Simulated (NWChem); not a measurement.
Molecule: GeNH$_{4}$F; SMILES [F][GeH2][NH2]

```xyz
7

Ge     0.2913    -0.0838    -0.0235
N     -0.8512     1.3318    -0.1133
F     -0.6246    -1.5211     0.3897
H      1.3016     0.1047     1.1311
H      0.9077    -0.3744    -1.4111
H     -1.0622     1.7269    -1.0200
H     -0.8102     2.0337     0.6135
```
Atoms are numbered in this order, from 1.

All runs: NWChem. The geometry was optimised at B3LYP/6-31G* (spherical d). GIAO values for the isolated, static molecule; σ is the absolute isotropic shielding, δ = σ(reference) − σ with the isolated reference molecule computed at the same levels (19F: trichlorofluoromethane, 1H: tetramethylsilane, 15N: ammonia).

### Question
Estimate the computed values for PBE/pcSseg-1. Quantities: σ Ge1 (ppm); δ N2 (ppm); δ F3 (ppm); δ H4 (ppm); δ H6 (ppm).

### Answer
```
Item         Result
-----------  ------
σ Ge1 (ppm)  1260.3
δ N2 (ppm)     40.0
δ F3 (ppm)   -194.5
δ H4 (ppm)     5.94
δ H6 (ppm)     1.45
```
